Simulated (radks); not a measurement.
The numbers below are computed, except where a source is named.
Yb, 70 electrons, occupied as [Xe] 4f14 6s2. Code: a radial shooting solver on a logarithmic mesh with Libxc functionals. Model: Dirac Kohn-Sham, PBE, spin-unpolarised, spherical densities, finite nucleus; Fermi nuclear charge, rms radius 5.3108 fm.

X-ray form factor f0, the Fourier transform of the density (f0(0) = 70):

sin(theta)/lambda (1/angstrom),f0 (electrons)
0.05,68.769
0.1,65.941
0.15,62.646
0.2,59.225
0.25,55.741
0.3,52.292
0.4,45.906
0.5,40.472
0.6,35.908
0.8,28.711
1,23.503
1.25,19.210
1.5,16.550
2,13.058
